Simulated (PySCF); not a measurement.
Start geometry of `C[S][Mo](=[O])(=[O])[S]C` (MoO2(SMe)2) from GFN2-xTB (Å):
```
atom  x, y, z in Å
Mo1    0.3633   -0.6145    0.8953
O2     0.3063   -0.5877    2.5110
O3     1.5749   -0.4141   -0.0810
S4    -0.7647    1.4169    0.3467
C5     0.3303    2.6473    0.8942
H6     0.4316    2.5990    2.0008
H7    -0.0379    3.6339    0.6581
H8     1.3376    2.5146    0.4068
S9    -1.1124   -2.1151    0.1302
C10   -0.6425   -2.2698   -1.6666
H11   -1.0787   -1.4245   -2.2103
H12   -1.0429   -3.1864   -2.0535
H13    0.3659   -2.2518   -1.8095
```

**Question.** What comes out of this run: PBE0-D3(BJ)/def2-SVP geometry optimisation, gas phase, def2 core potentials past Kr (PySCF 2.14.0)?

**Answer.** 
```
atom  x, y, z in Å
Mo1    0.3044   -0.8141    1.4811
O2     0.3424   -1.5669    2.9747
O3     1.8109   -0.7098    0.7449
S4    -0.4779    1.3541    1.7431
C5     0.2176    2.1606    0.2608
H6     1.3124    2.0717    0.2578
H7    -0.0673    3.2198    0.3148
H8    -0.1934    1.7307   -0.6616
S9    -1.0687   -2.0712    0.1038
C10   -0.5993   -1.4405   -1.5444
H11   -1.0788   -0.4713   -1.7376
H12   -0.9637   -2.1686   -2.2817
H13    0.4920   -1.3467   -1.6335
```

The energy falls by 1.819 eV over 24 energy and gradient evaluations, the largest force component goes from 0.1949 to 4.5e-04 Eh/bohr, and the atoms move by 1.144 Å rms after alignment. The bond that changes most is Mo1–O3 (ends: molybdenum bonded to 2 O and 2 S; oxygen bonded to Mo), which lengthens by 0.111 Å. Bonds longer at the end by more than 0.005 Å: 7 of 12; shorter: 4. Among the angles that change most is O2–Mo1–O3, from 130.3° to 113.5°. Among the dihedrals that turn most is O3–Mo1–S4–C5, from -65° to 34°. Rotational constants go from 1960, 954.1, 835.0 to 1527, 1096, 836.2 MHz. The orientation of the end geometry is arbitrary; only internal coordinates are fixed.

The run used 153 basis functions and 220 SCF cycles in all.

PBE0-D3(BJ)/def2-SVP frequencies: not computed here.
